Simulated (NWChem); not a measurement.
System: BiBr$_{2}$F; SMILES [F][Bi]([Br])[Br]

Parts of the log:

```
             Northwest Computational Chemistry Package (NWChem) 7.3.0
             --------------------------------------------------------

 CS  symmetry detected

                             Geometry "geometry" -> ""
                             -------------------------

 Output coordinates in angstroms (scale by  1.889725989 to convert to a.u.)

  No.       Tag          Charge          X              Y              Z
 ---- ---------------- ---------- -------------- -------------- --------------
    1 Bi                  83.0000    -0.71620608     0.22796061     0.00000000
    2 F                    9.0000    -1.20157443    -1.77791780     0.00000000
    3 Br                  35.0000     1.00370392    -0.04170672     1.87757170
    4 Br                  35.0000     1.00370392    -0.04170672    -1.87757170

 Effective nuclear repulsion energy (a.u.)    1663.6514648317

      Symmetry information
      --------------------

 Group name             Cs
 Group number              2
 Group order               2
 No. of unique centers     3

                                Z-matrix (autoz)
                                --------

 Units are Angstrom for bonds and degrees for angles

      Type          Name      I     J     K     L     M      Value
      ----------- --------  ----- ----- ----- ----- ----- ----------
    1 Stretch                  1     2                       2.06377
    2 Stretch                  1     3                       2.56049
    3 Stretch                  1     4                       2.56049
    4 Bend                     2     1     3                93.18801
    5 Bend                     2     1     4                93.18801
    6 Bend                     3     1     4                94.32539

                           NWChem Geometry Optimization
                           ----------------------------

 maximum gradient threshold         (gmax) =   0.000450
 rms gradient threshold             (grms) =   0.000300
 maximum cartesian step threshold   (xmax) =   0.001800
 rms cartesian step threshold       (xrms) =   0.001200
 fixed trust radius                (trust) =   0.300000
 source of zmatrix                         =   autoz

          -------------------
          Energy Minimization
          -------------------

 Using diagonal initial Hessian
 Scaling for Hessian diagonals: bonds = 1.00  angles = 0.25  torsions = 0.10

          --------
          Step   0

                                 NWChem DFT Module
                                 -----------------

 Summary of "ao basis" -> "ao basis" (spherical)
 ------------------------------------------------------------------------------
       Tag                 Description            Shells   Functions and Types
 ---------------- ------------------------------  ------  ---------------------
 Bi                         def2-svp                10       26   4s4p2d
 F                          def2-svp                 6       14   3s2p1d
 Br                         def2-svp                12       32   5s4p3d

      Symmetry analysis of basis
      --------------------------

        a'         60
        a"         44

            General Information
            -------------------
          SCF calculation type: DFT
          Wavefunction type:  closed shell.
          No. of atoms     :     4
          No. of electrons :   102
           Alpha electrons :    51
            Beta electrons :    51
          Charge           :     0
          Spin multiplicity:     1
          Use of symmetry is: on ; symmetry adaption is: on
          Maximum number of iterations: 150
          AO basis - number of functions:   104
                     number of shells:    40
          Convergence on energy requested:  1.00D-06
          Convergence on density requested:  1.00D-05
          Convergence on gradient requested:  5.00D-04

              XC Information
              --------------
          PerdewBurkeErnzerhof Exchange Functional  1.000
            Perdew 1991 LDA Correlation Functional  1.000 local
           PerdewBurkeErnz. Correlation Functional  1.000 non-local

[...]

      ----------------------
      Optimization converged
      ----------------------

  Step       Energy      Delta E   Gmax     Grms     Xrms     Xmax
  ---- ---------------- -------- -------- -------- -------- --------
@    4   -5461.36701617 -4.1D-07  0.00024  0.00010  0.00068  0.00138
                                     ok       ok       ok       ok

                                Z-matrix (autoz)
                                --------

 Units are Angstrom for bonds and degrees for angles

      Type          Name      I     J     K     L     M      Value     Gradient
      ----------- --------  ----- ----- ----- ----- ----- ---------- ----------
    1 Stretch                  1     2                       2.05626    0.00024
    2 Stretch                  1     3                       2.62969   -0.00001
    3 Stretch                  1     4                       2.62969   -0.00001
    4 Bend                     2     1     3                98.97010   -0.00003
    5 Bend                     2     1     4                98.97010   -0.00003
    6 Bend                     3     1     4               100.56382    0.00006

                         Geometry "geometry" -> "geometry"
                         ---------------------------------

 Output coordinates in angstroms (scale by  1.889725989 to convert to a.u.)

  No.       Tag          Charge          X              Y              Z
 ---- ---------------- ---------- -------------- -------------- --------------
    1 Bi                  83.0000    -0.65132406     0.14438503     0.00000000
    2 F                    9.0000    -1.30696978    -1.80454716     0.00000000
    3 Br                  35.0000     1.02396058     0.01339576     2.02274915
    4 Br                  35.0000     1.02396058     0.01339576    -2.02274915

 Effective nuclear repulsion energy (a.u.)    1614.7113513939

      Symmetry information
      --------------------

 Group name             Cs
 Group number              2
 Group order               2
 No. of unique centers     3

                Final and change from initial internal coordinates
                --------------------------------------------------

                                Z-matrix (autoz)
                                --------

 Units are Angstrom for bonds and degrees for angles

      Type          Name      I     J     K     L     M      Value       Change
      ----------- --------  ----- ----- ----- ----- ----- ---------- ----------
    1 Stretch                  1     2                       2.05626   -0.00751
    2 Stretch                  1     3                       2.62969    0.06920
    3 Stretch                  1     4                       2.62969    0.06920
    4 Bend                     2     1     3                98.97010    5.78209
    5 Bend                     2     1     4                98.97010    5.78209
    6 Bend                     3     1     4               100.56382    6.23843

[...]

 Rotational Constants
 --------------------
 A=   0.047498 cm-1  (  0.068338 K)
 B=   0.023515 cm-1  (  0.033833 K)
 C=   0.017821 cm-1  (  0.025640 K)

 Temperature                      =   298.15K
 frequency scaling parameter      =   1.0000

 Zero-Point correction to Energy  =    1.842 kcal/mol  (  0.002936 au)
 Thermal correction to Energy     =    5.793 kcal/mol  (  0.009232 au)
 Thermal correction to Enthalpy   =    6.385 kcal/mol  (  0.010175 au)

 Total Entropy                    =   89.671 cal/mol-K
   - Translational                =   43.738 cal/mol-K (mol. weight = 387.8118)
   - Rotational                   =   30.759 cal/mol-K (symmetry #  =        1)
   - Vibrational                  =   15.174 cal/mol-K

 Cv (constant volume heat capacity) =   16.548 cal/mol-K
   - Translational                  =    2.979 cal/mol-K
   - Rotational                     =    2.979 cal/mol-K
   - Vibrational                    =   10.589 cal/mol-K

[normal modes left out]

 ----------------------------------------------------------------------------
 Normal Eigenvalue ||           Projected Infra Red Intensities
  Mode   [cm**-1]  || [atomic units] [(debye/angs)**2] [(KM/mol)] [arbitrary]
 ------ ---------- || -------------- ----------------- ---------- -----------
    1       -0.000 ||    0.000173           0.004         0.169       0.178
    2       -0.000 ||    0.000030           0.001         0.029       0.031
    3       -0.000 ||    0.000818           0.019         0.797       0.840
    4        0.000 ||    0.000718           0.017         0.700       0.738
    5        0.000 ||    0.000721           0.017         0.703       0.741
    6        0.000 ||    0.000054           0.001         0.052       0.055
    7       61.694 ||    0.000441           0.010         0.430       0.453
    8      116.227 ||    0.002689           0.062         2.622       2.764
    9      117.122 ||    0.004738           0.109         4.619       4.869
   10      216.935 ||    0.039789           0.918        38.788      40.887
   11      220.725 ||    0.014237           0.328        13.879      14.630
   12      556.509 ||    0.052369           1.208        51.052      53.815
 ----------------------------------------------------------------------------
```

Level: PBE-D3(BJ)/def2-SVP with def2 effective core potentials on Bi. This build's default masses of Se (78.918 u) and Br (79.917 u) are each other's, which moves their modes by up to 0.6 %. def2 effective core potentials on Bi; no spin-orbit coupling.

Task: Which NWChem input produces such a log?

Result: This is not unique; one that fits is the input that was run:
```
start job
memory heap 200 mb stack 900 mb global 1100 mb
geometry units angstroms
  Bi    -0.259190    -0.249438     0.619416
  F     -1.502890    -1.437738    -0.520884
  Br    -0.780479     1.853428    -0.745388
  Br     1.815934    -0.859451    -0.750781
end
basis spherical
  * library def2-svp
end
ecp
  Bi library def2-ecp
end
dft
  xc xpbe96 cpbe96
  disp vdw 4
  iterations 150
end
driver
  maxiter 120
end
task dft optimize
dft
  grid fine
  convergence energy 1d-8 density 1d-7
end
task dft freq numerical
```
